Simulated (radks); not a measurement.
Numerical settings for the platinum ion Pt3+, [Xe] 4f14 5d7. Method: Dirac Kohn-Sham, LDA (Slater exchange, Perdew-Wang correlation), spin-unpolarised, spherical densities, finite nucleus; open shells fill j = l - 1/2 first; Fermi nuclear charge, rms radius 5.427 fm; computed with a radial shooting solver on a logarithmic mesh with Libxc functionals. The defaults (mesh step 0.008 in ln r, mesh end at 40 bohr or more with all orbitals vanishing there, Anderson mixing 0.5 over 9 steps, residual threshold near 1e-9 with the energy settled to 1e-9 hartree or 1e-11 of itself, here a cap of 81 iterations) give E = -18430.350 hartree and 5d5/2 at -38.216 eV in 15 iterations. Times are rough (one thread of a shared host). Changes against that run (0 stands for a change within the tolerance of the run):

setting                    iterations  converged  E (mhartree)  e(5d5/2) (meV)  CPU (s)
mesh step in ln r 0.08              2         no      diverged               -     0.01
mesh step in ln r 0.03             15        yes       +0.0119               0     0.04
mesh step in ln r 0.003            15        yes             0               0     0.34
mesh end (bohr) 5                  15        yes         +2.27           +74.4     0.13
mesh end (bohr) 12                 15        yes             0               0     0.13
residual threshold 1e-16           81         no             0               0     0.32
residual threshold 1e-13           22        yes             0               0     0.16
mixing 2.5                         18        yes             0               0     0.15
linear mixing, mixing 1            81         no     +3.35e+05       -8.15e+05      2.2
linear mixing, mixing 0.5          30        yes             0               0     0.21
mixing history 2                   20        yes             0               0     0.15
iteration cap 8                     8         no      +0.00241           +13.3     0.08

Settings that end as converged yet miss the energy by more than 1 mhartree: mesh end (bohr) 5 (+0.00227 hartree). A mesh that ends early acts as a hard wall.
